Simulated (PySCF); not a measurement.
Zero-point energy (kcal/mol) of eight silicon and germanium compounds: PBE-D3(BJ) beside PBE0-D3(BJ), computed with PySCF for isolated molecules in the bases named; differences from unrounded values. The eight are the first of their class met in an unordered collection, after screening for sound electronic states; none was chosen by its value. Each level has its own optimised geometry.

| molecule | basis | PBE0-D3(BJ) |
|---|---|---|
| trisilylphosphine (H9PSi3), SMILES [SiH3]P([SiH3])[SiH3] | def2-SVP | 48.38 |
| F₂GeH₄OSi, SMILES F[SiH](F)[O][GeH3] | def2-SVP | 27.40 |
| Si(H)2(SeH)2 (H4Se2Si), SMILES [SeH][SiH2][SeH] | def2-SVP | 21.36 |
| C₂H₆ClFSi, SMILES [Si@H](F)(Cl)CC | def2-SVP | 49.84 |
| C2H10ClNSi2, SMILES [C@@H](N)([SiH3])[Si@@H](Cl)C | def2-SVP | 73.67 |
| C₂H₁₀OSi₃, SMILES [C@H]1([SiH3])O[SiH2]C[SiH2]1 | def2-SVP | 67.90 |
| CH₅F₂NSi, SMILES F[Si](C)(F)N | def2-SVP | 43.33 |
| Si(H)(OH)(SiH3)2 (H8OSi3), SMILES O[SiH]([SiH3])[SiH3] | def2-SVP | 45.42 |

**Question.** Estimate the PBE-D3(BJ) values and say how PBE-D3(BJ) differs from PBE0-D3(BJ) over the set. (An estimate is asked for; the answer gives what the named calculation found.)

**Answer.** 
| molecule | PBE-D3(BJ) | difference |
|---|---|---|
| trisilylphosphine (H9PSi3), SMILES [SiH3]P([SiH3])[SiH3] | 46.76 | -1.63 |
| F₂GeH₄OSi, SMILES F[SiH](F)[O][GeH3] | 26.37 | -1.03 |
| Si(H)2(SeH)2 (H4Se2Si), SMILES [SeH][SiH2][SeH] | 20.56 | -0.80 |
| C₂H₆ClFSi, SMILES [Si@H](F)(Cl)CC | 48.25 | -1.58 |
| C2H10ClNSi2, SMILES [C@@H](N)([SiH3])[Si@@H](Cl)C | 71.25 | -2.42 |
| C₂H₁₀OSi₃, SMILES [C@H]1([SiH3])O[SiH2]C[SiH2]1 | 65.60 | -2.30 |
| CH₅F₂NSi, SMILES F[Si](C)(F)N | 42.02 | -1.30 |
| Si(H)(OH)(SiH3)2 (H8OSi3), SMILES O[SiH]([SiH3])[SiH3] | 43.89 | -1.52 |
PBE-D3(BJ) lies below PBE0-D3(BJ) in 8 and above it in 0 of the eight; the mean signed difference is -1.57 and the largest -2.42 kcal/mol.
